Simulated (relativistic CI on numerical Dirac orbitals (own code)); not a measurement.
## Os4+ (5d4) in a crystal field

Calculated by Dirac-Coulomb-Breit CI, separate exchange-only KLI orbitals for each configuration, a model potential for QED, valence Slater integrals scaled by 0.65, one configuration in a parametric crystal field (own radial code).

Field parameters in Wybourne normalisation: Td as Oh with Dq negative (B⁴₀ = 21Dq, B⁴₄ = √(5/14) B⁴₀). The field is a parameter set, without covalency.

S and J are read from ⟨S²⟩ = S(S + 1) and ⟨J²⟩ = J(J + 1) of each level; they are not fictitious spins.

Td, 10Dq = -3800 cm⁻¹, the lowest 16 levels:

```
E (cm⁻¹)  Degeneracy  Irrep     S     J
     0.0           1     A1  1.59  0.65
    4543           3     T1  1.83  1.27
    7567           3     T2  1.89  2.15
    8677           2      E  1.90  2.31
   10009           3     T1  1.84  3.13
   10758           3     T2  1.76  3.46
   11760           1     A1  1.27  3.78
   12358           2      E  1.42  3.84
   12558           1     A2  1.70  3.01
   12598           3     T1  1.45  3.91
   13001           3     T2  1.66  3.55
   15257           1     A1  1.59  3.06
   17242           2      E  1.39  3.79
   17307           3     T1  1.31  3.95
   17750           3     T2  1.24  3.73
   18575           1     A2  1.26  3.15
```

Td, 10Dq = -6800 cm⁻¹, the lowest 10 levels:

| E (cm⁻¹) | Degeneracy | Irrep | S | J |
| --- | --- | --- | --- | --- |
| 0.0 | 1 | A1 | 1.48 | 1.41 |
| 5007 | 3 | T1 | 1.80 | 1.62 |
| 7796 | 3 | T2 | 1.86 | 2.28 |
| 9456 | 2 | E | 1.88 | 2.70 |
| 10264 | 3 | T1 | 1.79 | 3.26 |
| 10734 | 1 | A1 | 1.16 | 3.53 |
| 11150 | 3 | T2 | 1.70 | 3.64 |
| 12879 | 2 | E | 1.15 | 3.61 |
| 13740 | 3 | T1 | 1.24 | 3.96 |
| 13889 | 1 | A2 | 1.34 | 3.11 |

Td, 10Dq = -9800 cm⁻¹, the lowest 16 levels:

```
E (cm⁻¹)  Degeneracy  Irrep     S     J
     0.0           1     A1  1.29  2.21
    6015           3     T1  1.73  1.97
    8743           3     T2  1.80  2.45
    9918           1     A1  1.23  3.43
   10767           2      E  1.82  3.07
   11230           3     T1  1.68  3.44
   12118           3     T2  1.61  3.72
   13080           2      E  1.06  3.41
   14270           1     A2  1.07  3.27
   14925           3     T1  1.10  4.10
   16906           3     T2  1.37  3.54
   17333           3     T1  1.34  3.44
   17666           3     T2  1.38  3.67
   18347           1     A1  1.39  3.50
   20347           3     T2  1.21  3.98
   20448           2      E  1.60  3.57
```

Levels of this model without a field, named by their leading LS term (the scale mimics covalency, so terms lie below those of the real free ion): 5D_0 0, 5D_1 4408, 5D_2 7958, 5D_3 10524, 5D_4 11789, 3P_0 16614, 3H_4 17528, 3G_3 20611 cm⁻¹.
